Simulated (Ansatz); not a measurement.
C5H5BF3N (`F[B-](F)(F)[n+]1ccccc1`). Total charge 0; spin multiplicity 1.

Cartesian coordinates in Å:
```
F -1.685 -2.392 -0.169
B -2.008 -1.092 0.121
F -2.807 -0.507 -0.828
F -2.451 -0.917 1.408
N -0.572 -0.267 0.043
C -0.159 0.231 -1.122
C 1.061 0.865 -1.241
C 1.864 0.982 -0.119
C 1.422 0.461 1.087
C 0.191 -0.161 1.130
H -0.844 0.108 -1.950
H 1.368 1.261 -2.200
H 2.826 1.477 -0.182
H 2.018 0.534 1.986
H -0.225 -0.584 2.035
```

Problem. List the harmonic frequencies (cm⁻¹, unscaled) at PBE0-D4/def2-TZVP in Ansatz. (Estimate.)

Solution. Ansatz gave: 14, 103, 179, 273, 293, 327, 402, 431, 502, 533, 629, 663, 710, 714, 797, 899, 900, 995, 1023, 1031, 1061, 1084, 1108, 1121, 1180, 1221, 1241, 1242, 1346, 1381, 1505, 1533, 1654, 1695, 3208, 3229, 3232, 3243, 3247.
